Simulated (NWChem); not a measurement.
Molecule: SrF2; SMILES [F][Sr][F]

Not confirmed as a minimum by frequencies. def2 effective core potentials on Sr; no spin-orbit coupling.

Give the equilibrium geometry at PBE0/def2-SVP with def2 effective core potentials on Sr (NWChem) as an XYZ file, with the point group.

point group C2v; any orientation.
```
3

Sr     0.0000     0.0000     0.1479
F      1.9215     0.0000    -0.7548
F     -1.9215     0.0000    -0.7548
```
